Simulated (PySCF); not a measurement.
Compound: C5H16Si2.
Geometry (PBE0-D3(BJ)/def2-SVP, Å), atoms numbered from 1 in this order:
```
atom  x, y, z in Å
C1    -1.7878   -0.9810   -1.2081
C2    -1.2733    0.4056   -0.8401
C3    -0.0630    0.4429    0.1266
Si4   -0.5231   -0.3876    1.7802
Si5    0.2915    2.2831    0.4613
C6     1.1652   -0.2413   -0.5126
C7     2.4497   -0.2129    0.3039
H8    -2.1122   -1.5469   -0.3201
H9    -2.6562   -0.9035   -1.8797
H10   -1.0272   -1.5833   -1.7250
H11   -0.9949    0.9375   -1.7695
H12   -2.1050    0.9847   -0.4035
H13   -1.9411   -0.0541    2.1237
H14    0.3460    0.0803    2.9036
H15   -0.3866   -1.8764    1.6891
H16    0.7872    2.9224   -0.8004
H17    1.3041    2.5091    1.5369
H18   -0.9773    2.9606    0.8747
H19    0.9151   -1.2941   -0.7302
H20    1.3500    0.2279   -1.4972
H21    2.3186   -0.6814    1.2930
H22    2.8126    0.8123    0.4752
H23    3.2505   -0.7627   -0.2127
```

Method: TDDFT wB97X-D/def2-SVPD, vertical, gas phase, core orbitals frozen in the response in PySCF.

Transition dipole moments from the ground state, in atomic units and in the frame of the coordinates above (overall signs are arbitrary), for the states with f of 0.002 or more among the lowest 8:

| state | E (eV) | μx | μy | μz |
| --- | --- | --- | --- | --- |
| S1 | 7.539 | -0.061 | -0.074 | -0.065 |
| S2 | 7.622 | -0.138 | -0.452 | 0.133 |
| S3 | 8.009 | -0.223 | -0.745 | 0.329 |
| S4 | 8.170 | 0.102 | 0.511 | -0.478 |
| S6 | 8.335 | 0.172 | 0.352 | -0.132 |
| S7 | 8.454 | 0.102 | 0.033 | -0.054 |
| S8 | 8.681 | 0.032 | 0.033 | -0.233 |

Problem. What oscillator strength does each state have?

Solution. f = (2/3) ΔE |μ|² with ΔE in hartree (27.2114 eV).

| state | \|μ\|² (au) | \|μ\| (D) | f |
| --- | --- | --- | --- |
| S1 | 0.013 | 0.29 | 0.002 |
| S2 | 0.241 | 1.25 | 0.045 |
| S3 | 0.714 | 2.15 | 0.140 |
| S4 | 0.500 | 1.80 | 0.100 |
| S6 | 0.171 | 1.05 | 0.035 |
| S7 | 0.015 | 0.31 | 0.003 |
| S8 | 0.056 | 0.60 | 0.012 |

Problem. What angle do the transition dipoles of S2 and S8 make?

Solution. |cos θ| = |μa·μb| / (|μa| |μb|) = 0.43, so θ ≈ 64° (taken between 0 and 90°, since the signs are arbitrary).

Problem. What peak molar absorption coefficient would the strongest computed level give as a lone Gaussian band 0.5 eV wide at half height?

Solution. ε(max) = 2.175×10⁸ f / FWHM, with the width in cm⁻¹. S3: 2.175×10⁸ × 0.1401 / 4033 ≈ 7600 L mol⁻¹ cm⁻¹.

The vertical ionisation energy (ΔSCF) is 9.53 eV, 0.84 eV above S8.

The run took 13 min wall on one thread of an Intel Xeon at 2.50 GHz, no GPU, shared host, and the process peaked at 1.4 GiB of memory.

One conformer stands for the species.

Without π bonds the low states may be Rydberg-like; a valence basis with one diffuse set may place them up to an eV too high.
